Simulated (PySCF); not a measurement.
**Si²⁺: ionisation energy**

Si²⁺ [Ne] 3s2 (1S) → Si³⁺ [Ne] 3s1 (2S), as a difference of total energies. All numbers are calculated (PySCF 2.14, scalar relativity by spin-free X2C-1e, in ANO-RCC-VTZP (5s4p2d1f, 34 functions)). Correlated levels: valence: [Ne] frozen. The calculations carry no spin-orbit coupling.

```json
{"method": "UHF", "ionisation energy (eV)": "32.029"}
{"method": "MP2 (valence)", "ionisation energy (eV)": "32.891"}
{"method": "SCS-MP2 (valence)", "ionisation energy (eV)": "33.063"}
{"method": "CCSD (valence)", "ionisation energy (eV)": "33.252"}
```

Question: How much does correlation contribute at MP2 (valence)?

Answer: 32.891 − (32.029) = 0.862 eV, measured against UHF.

Errors of the correlated levels include the incompleteness of this basis and the frozen core.

With two correlated electrons CCSD is exact in that space.

For comparison: 33.493 eV (measured; NIST Atomic Spectra Database, ionization energies).
